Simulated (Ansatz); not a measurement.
`CC#CCCCC` + `C=N` → `C=NC#CC` + `CCCC`  (substitution at a C–C bond)

Isolated molecules relaxed with PBE0-D4/def2-TZVP in Ansatz; ΔE leaves out vibrations. CCSD(T)/CBS is the MP2 limit (def2-TZVPP, def2-QZVPP) plus CCSD(T) − MP2 in def2-TZVPP, frozen cores. This one scheme is used for every species. DFT in def2-TZVPP. Each species was taken in one conformer, which may not be the lowest.

```csv
level,ΔE (eV)
CAM-B3LYP-D4,0.19
MP2/CBS(def2),0.29
```

(1) What does CCSD(T)/CBS give? (Best estimate.)

Largest T1 diagnostic among the species: 0.013.

## Answers

(1) The calculation gave: +0.30 eV. The listed levels differ from it by -0.11, -0.01 eV.

The D4 term adds +0.04 eV with B3LYP and +0.03 eV with PBE0; it sums over pairs of atoms, weighted by their polarisabilities, and B3LYP, whose exchange is more repulsive, gets the larger term. From r2SCAN to r2SCAN0 (25 % exact exchange), in def2-TZVPP and without D4, ΔE moves by +0.07 eV.

B3LYP here is the variant with VWN-RPA as its local correlation; programs differ in this.
